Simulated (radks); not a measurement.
V2+, configuration [Ar] 3d3. Calculated with a radial shooting solver on a logarithmic mesh with Libxc functionals: scalar-relativistic Kohn-Sham, PBE, spin-polarised, spherical densities, finite nucleus; open shells are filled with parallel spins first; Fermi nuclear charge, rms radius 3.6002 fm.

Radial electron density D(r) = 4 pi r^2 rho(r):

r (bohr),D(r) (e/bohr),spin D(r)
0.008437,5.237,-0.000414
0.01081,7.657,-0.000604
0.01385,10.86,-0.000857
0.01761,14.68,-0.00116
0.02257,19.09,-0.00152
0.02892,23.35,-0.00190
0.03706,26.47,-0.00227
0.0475,27.42,-0.00269
0.06038,25.91,-0.00326
0.07737,22.85,-0.00411
0.09915,20.78,-0.00427
0.1271,22.11,0.000981
0.1615,26.34,0.0241
0.207,29.66,0.0944
0.2652,27.15,0.256
0.3399,18.94,0.553
0.4321,11.32,0.986
0.5537,9.152,1.54
0.7096,11.13,2.02
0.9093,11.48,2.18
1.156,8.396,1.95
1.481,4.294,1.41
1.898,1.629,0.810
2.432,0.4974,0.359
3.092,0.1326,0.119
3.963,0.02495,0.0244
5.078,0.002688,0.00268

D(r) has 3 maxima, at r = 0.0460, 0.215, 0.826 bohr, and minima at 0.103, 0.532 bohr, inside which lie 2.13, 10.50 electrons.
